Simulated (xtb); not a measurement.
Harmonic IR lines of one isomer of C2H5NO, unscaled. Calculation: GFN2-xTB run with xtb.

wavenumber (cm⁻¹): 303 (w), 633 (s), 1014 (m), 1115 (m), 1175 (m), 1250 (w), 1322 (m), 1773 (vs), 2868 (m), 2899 (m), 2985 (w), 3001 (w), 3462 (w)

Which structure gives these lines?
A) `[H]/N=C/CO`
B) `CNC=O`
C) `C/N=C/O`
D) `[H]/N=C(/C)O`

C, `C/N=C/O`
